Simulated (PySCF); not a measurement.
Species: C7H13FO2.
SMILES with atom numbers: `[CH3:1][CH2:2][O:3]/[C:4]([O:5][CH3:6])=[C:7](\[CH3:8])[CH2:9][F:10]` (hydrogens: H11, H12, H13 on C1; H14, H15 on C2; H16, H17, H18 on C6; H19, H20, H21 on C8; H22, H23 on C9)

The same species was optimised twice, with GFN2-xTB and with PBE0-D3(BJ)/def2-SVP (PySCF), and the same property calculations (PySCF, gas phase) were run on both structures.

```tsv
coordinate	GFN2-xTB	PBE0-D3(BJ)/def2-SVP	change
C4–O5 (Å)	1.373	1.356	-0.017
O3–C4 (Å)	1.366	1.350	-0.016
C1–C2 (Å)	1.518	1.507	-0.011
C4=C7 (Å)	1.335	1.344	+0.009
C7–C9 (Å)	1.499	1.491	-0.008
O5–C6 (Å)	1.421	1.413	-0.008
C2–O3 (Å)	1.428	1.422	-0.006
C7–C8 (Å)	1.498	1.495	-0.003
C9–F10 (Å)	1.383	1.384	+0.001
O3–C4–O5 (°)	116.6	115.3	-1.3
C2–O3–C4 (°)	115.2	116.1	+0.9
C8–C7–C9 (°)	116.2	117.1	+0.9
O5–C4–C7 (°)	121.6	122.3	+0.7
C4–C7–C9 (°)	121.0	120.4	-0.6
O3–C4–C7 (°)	121.8	122.3	+0.5
C4–C7–C8 (°)	122.8	122.5	-0.3
C7–C9–F10 (°)	110.6	110.5	-0.1
C1–C2–O3–C4 (°)	172	178	+6
C2–O3–C4–O5 (°)	-58	-57	+1
O3–C4–O5–C6 (°)	-56	-58	-2
C4–C7–C9–F10 (°)	-118	-123	-5
```

Rotational constants: A = 2057, B = 770.1, C = 604.2 MHz (GFN2-xTB) against A = 2059, B = 772.8, C = 605.3 MHz (PBE0-D3(BJ)/def2-SVP). Point groups within 0.08 Å: C1 and C1.

On the GFN2-xTB structure: HOMO (eV) -6.54 [PBE0/pcSseg-1]; LUMO (eV) 0.66 [PBE0/pcSseg-1]; dipole (D) 3.25 [PBE0/pcSseg-1]; GIAO shielding of C1 (ppm) 169.5 [PBE0/pcSseg-1]; GIAO shielding of C2 (ppm) 119.7 [PBE0/pcSseg-1]; GIAO shielding of O3 (ppm) 229.8 [PBE0/pcSseg-1]; GIAO shielding of C4 (ppm) 22.1 [PBE0/pcSseg-1]; GIAO shielding of O5 (ppm) 255.5 [PBE0/pcSseg-1]; GIAO shielding of C6 (ppm) 129.8 [PBE0/pcSseg-1]; GIAO shielding of C7 (ppm) 79.8 [PBE0/pcSseg-1]; GIAO shielding of C8 (ppm) 172.8 [PBE0/pcSseg-1].

Q: What do these properties become on the PBE0-D3(BJ)/def2-SVP structure?

A: 
```tsv
property	level	on GFN2-xTB	on PBE0-D3(BJ)/def2-SVP	change
HOMO (eV)	PBE0/pcSseg-1	-6.54	-6.48	+0.06
LUMO (eV)	PBE0/pcSseg-1	0.66	0.63	-0.03
dipole (D)	PBE0/pcSseg-1	3.25	3.24	-0.01
energy, GFN2-xTB geometry as zero (kcal/mol)	PBE0/pcSseg-1	0.0	-0.6	-0.6
GIAO shielding of C1 (ppm)	PBE0/pcSseg-1	169.5	167.8	-1.7
GIAO shielding of C2 (ppm)	PBE0/pcSseg-1	119.7	119.5	-0.2
GIAO shielding of O3 (ppm)	PBE0/pcSseg-1	229.8	228.7	-1.1
GIAO shielding of C4 (ppm)	PBE0/pcSseg-1	22.1	23.4	+1.3
GIAO shielding of O5 (ppm)	PBE0/pcSseg-1	255.5	258.6	+3.1
GIAO shielding of C6 (ppm)	PBE0/pcSseg-1	129.8	128.0	-1.8
GIAO shielding of C7 (ppm)	PBE0/pcSseg-1	79.8	80.7	+0.9
GIAO shielding of C8 (ppm)	PBE0/pcSseg-1	172.8	171.4	-1.4
```

The heavy atoms differ by 0.042 Å rms after alignment. Among bonds between heavy atoms O3–C4 and C4–O5 change most and about equally (-0.017 to -0.016 Å). Changes are differences of the printed values. Neither structure is proved a minimum here.

The values belong to the conformer `[CH3:1][CH2:2][O:3]/[C:4]([O:5][CH3:6])=[C:7](\[CH3:8])[CH2:9][F:10]`: C1–C2–O3–C4 178°, C2–O3–C4–O5 -57°, O3–C4–O5–C6 -58°, C4–C7–C9–F10 -123°.
